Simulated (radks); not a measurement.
Sr2+, configuration [Ar] 3d10 4s2 4p5.75 5s0.25 (fractional occupations, a model configuration). All-electron calculation, scalar-relativistic Kohn-Sham, exchange-only r2SCAN, spin-polarised, spherical densities, finite nucleus; open shells are filled with parallel spins first (spin-orbit coupling, left out, can overturn this in heavy ions); meta-GGA in the generalised Kohn-Sham scheme; Fermi nuclear charge, rms radius 4.224 fm. Program: a radial shooting solver on a logarithmic mesh with Libxc functionals.

X-ray form factor f0, the Fourier transform of the density (f0(0) = 36):

| sin(theta)/lambda (1/angstrom) | f0 (electrons) |
|---|---|
| 0.05 | 35.479 |
| 0.1 | 34.082 |
| 0.15 | 32.156 |
| 0.2 | 30.007 |
| 0.25 | 27.861 |
| 0.3 | 25.860 |
| 0.4 | 22.506 |
| 0.5 | 19.887 |
| 0.6 | 17.680 |
| 0.8 | 13.858 |
| 1 | 10.799 |
| 1.25 | 8.228 |
| 1.5 | 6.762 |
| 2 | 5.316 |
